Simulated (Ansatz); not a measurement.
`S[Si]Br` and `F[Si]S` differ in one atom or group.

Ansatz, PBE0-D4/def2-TZVP geometries, multiplicity 1. Each molecule was computed in one conformer, which needn't be the lowest.

Scalar relativity is left out up to krypton.

```csv
property,`S[Si]Br`
size of the dipole moment (ωB97M-V/def2-TZVPP) / D,1.95
LUMO energy (ωB97M-V/def2-TZVPP) / eV,-0.64
LUMO energy (PBE0/def2-TZVPP) / eV,-2.60
HOMO energy (PBE0/def2-TZVPP) / eV,-7.20
HOMO–LUMO gap (ωB97M-V/def2-TZVPP) / eV,8.57
size of the dipole moment (PBE/def2-TZVPP) / D,1.69
```

**Question.** What does the change do to each property? (Best estimate.)

**Answer.** The calculation gave: 
| property | `F[Si]S` | shift |
| --- | --- | --- |
| size of the dipole moment (ωB97M-V/def2-TZVPP) / D | 0.08 | -1.87 |
| LUMO energy (ωB97M-V/def2-TZVPP) / eV | -0.17 | 0.47 |
| LUMO energy (PBE0/def2-TZVPP) / eV | -2.19 | 0.41 |
| HOMO energy (PBE0/def2-TZVPP) / eV | -7.37 | -0.17 |
| HOMO–LUMO gap (ωB97M-V/def2-TZVPP) / eV | 9.25 | 0.68 |
| size of the dipole moment (PBE/def2-TZVPP) / D | 0.23 | -1.46 |

With PBE0 the HOMO falls by 0.17 eV and the LUMO rises by 0.41 eV, so the gap widens by about 0.58 eV. PBE moves the HOMO by -0.12 eV and ωB97M-V by -0.21 eV. Dipoles are sizes alone; their direction can turn.

Spin–orbit coupling is left out; it splits and shifts lone-pair levels of the heavy atoms by tenths of an eV.
